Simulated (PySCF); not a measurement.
Stepwise substitution at one centre (B OH-I). All species are isolated molecules in the gas phase. One relaxed conformer stands for each flexible species; it need not be the lowest. Strings in code marks are SMILES.

Method: PBE-D3(BJ)/def2-TZVP // PBE0-D3(BJ)/def2-TZVP (PySCF 2.14.0). Delta-SCF ions had no search for a lower state. Excitations are Tamm–Dancoff values on a coarser integration grid. The basis has no diffuse functions, so Rydberg states are missing or too high.

| species | T1 excitation (TDA) (eV) | vertical ionisation energy (Delta-SCF) (eV) |
|---|---|---|
| 0 of 3 OH replaced by I | 6.61 | – |
| 1 of 3 OH replaced by I | 4.89 | 9.60 |
| 2 of 3 OH replaced by I | 4.27 | 9.09 |
| 3 of 3 OH replaced by I (`IB(I)I`) | 2.95 | 8.72 |
